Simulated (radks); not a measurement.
The numbers below are computed, except where a source is named.
All-electron atom: the carbon ion C+ in [He] 2s2 2p1.

Code: a radial shooting solver on a logarithmic mesh with Libxc functionals. Model: scalar-relativistic Kohn-Sham, PBE, spin-unpolarised, spherical densities, point nucleus; hard spherical wall at 10 bohr.

Energy parts (Ry):
total: -74.73133
kinetic: 74.57508
electron-nucleus: -169.74345
Hartree: 29.95715
exchange-correlation: -9.52011

Orbitals (lengths in bohr, moments of r in powers of bohr; <r^-3> diverges for s and p1/2):
| orbital | occ. | eigenvalue (Ry) | <r^-3> | <r^4> | <1/r> | <r^2> |
|---|---|---|---|---|---|---|
| 1s | 2 | -21.19658 | - | 0.02601 | 5.649 | 0.09916 |
| 2s | 2 | -1.89321 | - | 11.96 | 0.9851 | 2.550 |
| 2p | 1 | -1.24982 | 2.250 | 17.48 | 0.8766 | 2.840 |
| 3s | 0 | -0.36482 | - | 704.9 | 0.3070 | 22.27 |
| 3p | 0 | -0.23865 | 0.3373 | 970.0 | 0.2797 | 26.46 |
| 3d | 0 | -0.11990 | 0.02384 | 1021 | 0.2332 | 27.00 |

The highest occupied level is 2p at -17.005 eV. The density falls to 0.001 e/bohr^3 at r = 3.18 bohr. Summed over all electrons, <r^2> = 8.139 bohr^2, which gives a Langevin (diamagnetic) susceptibility term of -6.45 x 10^-6 cm^3/mol.
